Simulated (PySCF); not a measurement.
**Excitation energy of Mg by level of theory**

Mg [Ne] 3s2 (1S) → Mg [Ne] 3s1 3p1 (3P), as a difference of total energies. Computed with PySCF 2.14 in dyall-acv3z, with no relativity, point nucleus. Correlated levels: valence: [Ne] frozen; valence and next inner shell: 1s2 frozen; virtual orbitals above 40 to 60 times the deepest correlated orbital energy dropped. The calculations carry no spin-orbit coupling.

Q: Order these methods by the excitation energy they give, lowest first.
A. LDA
B. PBE
C. MP2 (valence and next inner shell)
D. BP86

A: C (2.528 eV), B (2.608 eV), D (2.640 eV), A (2.752 eV).

Errors of the correlated levels include the incompleteness of this basis and the frozen core.

For comparison: 2.714 eV (measured; NIST levels, between the centres of gravity of the two terms).
